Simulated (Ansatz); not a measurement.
Cost and result for the atomization energy of C₃H₉F₃OSiSn (`C[Si](C)(C)[O][Sn]([F])([F])[F]`) (18 atoms, 17 bonds).

```xyz
18

C     1.649   -0.745   -0.563
Si   -0.170   -0.408   -0.337
C    -1.193   -1.940   -0.587
C    -0.726    0.985   -1.444
O    -0.435    0.041    1.257
Sn    0.205    1.471    2.323
F    -0.504    1.367    4.065
F    -0.268    3.160    1.621
F     2.088    1.468    2.479
H     1.861   -1.051   -1.592
H     2.255    0.142   -0.353
H     1.987   -1.544    0.101
H    -1.085   -2.313   -1.610
H    -0.882   -2.733    0.097
H    -2.252   -1.736   -0.412
H    -0.165    1.904   -1.252
H    -1.786    1.205   -1.297
H    -0.580    0.725   -2.496
```

Charge 0, multiplicity 1. Correlated methods include outer-core shells of Sn, which these sets cover unevenly. Sn: def2 effective core potential. All single points use the PBE0-D4/def2-TZVP geometry. It is one conformer, not always the lowest. Program: Ansatz. All runs use 4 threads of an AMD EPYC 7R13 on a shared host and a share of an NVIDIA H100 80 GB. Times are those of one run each, without the atoms' runs, and a repeat can differ threefold. Electronic energies, without spin–orbit coupling; frozen cores. CCSD(T)/CBS adds CCSD(T) − MP2 in def2-TZVPP to the MP2 limit, and its time is that of the two runs behind it. T1 = 0.014. With those shells the extrapolation isn't a true limit. HSE06 is the plane-wave form, built on full-range PBE exchange.

CCSD(T)/CBS is a level of theory with its own doubt, some kJ/mol a heavy atom from the limit and from the frozen cores, so smaller differences don't rank the functionals.

```tsv
level	functions	wall time	atomization (kcal/mol)	difference from CCSD(T)/CBS	per bond
revPBE-D4/def2-TZVPP	435	2.8 s	1633.8	-29.0	-1.7
PBE-D4/def2-TZVPP (with forces)	435	3.4 s	1676.9	14.1	0.8
r2SCAN-D4/def2-TZVPP (with forces)	435	4.2 s	1656.9	-5.9	-0.3
B2PLYP/def2-TZVPP	435	5.5 s	1631.0	-31.8	-1.9
BHLYP-D4/def2-TZVPP	435	6 s	1594.3	-68.5	-4.0
PBE-QIDH/def2-TZVPP	435	6 s	1636.4	-26.4	-1.5
CCSD(T)/def2-SVP	187	6.5 s	1547.5	-115.3	-6.8
HSE06-D4/def2-TZVPP	435	6.5 s	1643.8	-19.0	-1.1
CAM-B3LYP-D4/def2-TZVPP	435	6.5 s	1657.5	-5.3	-0.3
r2SCANh-D4/def2-TZVPP	435	6.5 s	1643.4	-19.4	-1.1
MP2/def2-QZVPP	821	7.5 s	1677.8	15.0	0.9
CCSD(T)/def2-TZVPP	435	41 s	1613.2	-49.6	-2.9
CCSD(T)/CBS(def2)	–	49 s	1662.8	0.0	0.0
```

The D4 term adds +18.1 kcal/mol with B3LYP and +9.8 kcal/mol with PBE0; it sums over pairs of atoms, weighted by their polarisabilities, and B3LYP, whose exchange is more repulsive, gets the larger term. At CCSD(T), def2-SVP lies −115.2 kcal/mol from the extrapolated value and def2-TZVPP −49.6 kcal/mol: correlation converges slowly with the basis, and small sets miss more of it in the bonded molecule than in its fragments. From r2SCAN to r2SCAN0 (25 % exact exchange), in def2-TZVPP and without D4, the atomization energy moves by −33.1 kcal/mol: exact exchange takes away binding that semilocal exchange gives to molecules.

B3LYP here is the variant with VWN-RPA as its local correlation; programs differ in this.

Spin–orbit coupling would lower the free Sn atoms strongly, and the atomization energy with them, by more than many differences here. For some Ge, Se and Sn compounds the MP2-based and the directly extrapolated limit differ by 10 to 25 kJ/mol.
